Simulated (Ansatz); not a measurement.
MoH₄, 5 atoms. Hardware: 2 threads of AMD EPYC 7R13 on a shared host.

In the def2 sets Mo takes a core potential; there is no spin–orbit coupling. Correlated methods freeze no core orbitals; core or outer-core shells of Mo are correlated, in sets that lack core-valence functions.

(1) How many basis functions does each of these Ansatz runs have, and roughly what does it cost? r2SCAN-D4/def2-TZVP, charge 0 triplet, relaxation, 3 steps; r2SCAN-D4/def2-TZVP, charge 1 quartet at the geometry of the charge 0 triplet, energy, from earlier orbitals; LDA (SPW92)/def2-TZVP, charge 0 triplet, energy, from earlier orbitals; RPA@PBE/def2-TZVP, charge 0 triplet, energy, from earlier orbitals; r2SCAN-D4/def2-TZVP, charge 0 triplet, energy, from earlier orbitals; B97M-V/def2-TZVP, charge 0 singlet, energy, from earlier orbitals; PBE-D4/def2-TZVP, charge 0 singlet, energy, from earlier orbitals; HSE06-D4/def2-TZVP, charge 0 singlet, energy, from earlier orbitals; LDA (SPW92)/def2-TZVP, charge 0 singlet, energy, from earlier orbitals; PBE0-D4/def2-TZVP, charge 0 singlet, energy, from earlier orbitals; HSE06-D4/def2-TZVP, charge 0 triplet, energy and forces, from earlier orbitals; r2SCAN-D4/def2-TZVPD, charge -1 quartet at the geometry of the charge 0 triplet, energy, from earlier orbitals.

Answers

(1) Other jobs shared the machine, so times can vary by a factor of up to 3. A dash marks memory too small to be measured apart from the calling script's.

```json
{"run": "LDA (SPW92)/def2-TZVP, charge 0 singlet, energy, from earlier orbitals", "functions": "64", "fitting or Cholesky vectors": "484", "wall time": "0.35 s", "peak host memory (GiB)": "–"}
{"run": "LDA (SPW92)/def2-TZVP, charge 0 triplet, energy, from earlier orbitals", "functions": "64", "fitting or Cholesky vectors": "484", "wall time": "0.5 s", "peak host memory (GiB)": "–"}
{"run": "PBE-D4/def2-TZVP, charge 0 singlet, energy, from earlier orbitals", "functions": "64", "fitting or Cholesky vectors": "484", "wall time": "0.5 s", "peak host memory (GiB)": "–"}
{"run": "HSE06-D4/def2-TZVP, charge 0 singlet, energy, from earlier orbitals", "functions": "64", "fitting or Cholesky vectors": "554", "wall time": "0.6 s", "peak host memory (GiB)": "–"}
{"run": "RPA@PBE/def2-TZVP, charge 0 triplet, energy, from earlier orbitals", "functions": "64", "fitting or Cholesky vectors": "557", "wall time": "1.2 s", "peak host memory (GiB)": "–"}
{"run": "HSE06-D4/def2-TZVP, charge 0 triplet, energy and forces, from earlier orbitals", "functions": "64", "fitting or Cholesky vectors": "554", "wall time": "1.2 s", "peak host memory (GiB)": "–"}
{"run": "r2SCAN-D4/def2-TZVP, charge 0 triplet, energy, from earlier orbitals", "functions": "64", "fitting or Cholesky vectors": "484", "wall time": "1.4 s", "peak host memory (GiB)": "–"}
{"run": "PBE0-D4/def2-TZVP, charge 0 singlet, energy, from earlier orbitals", "functions": "64", "fitting or Cholesky vectors": "554", "wall time": "2 s", "peak host memory (GiB)": "–"}
{"run": "B97M-V/def2-TZVP, charge 0 singlet, energy, from earlier orbitals", "functions": "64", "fitting or Cholesky vectors": "484", "wall time": "2.1 s", "peak host memory (GiB)": "–"}
{"run": "r2SCAN-D4/def2-TZVP, charge 1 quartet at the geometry of the charge 0 triplet, energy, from earlier orbitals", "functions": "64", "fitting or Cholesky vectors": "484", "wall time": "4 s", "peak host memory (GiB)": "–"}
{"run": "r2SCAN-D4/def2-TZVPD, charge -1 quartet at the geometry of the charge 0 triplet, energy, from earlier orbitals", "functions": "76", "fitting or Cholesky vectors": "512", "wall time": "4.5 s", "peak host memory (GiB)": "–"}
{"run": "r2SCAN-D4/def2-TZVP, charge 0 triplet, relaxation, 3 steps", "functions": "64", "fitting or Cholesky vectors": "484", "wall time": "6 s", "peak host memory (GiB)": "–"}
```
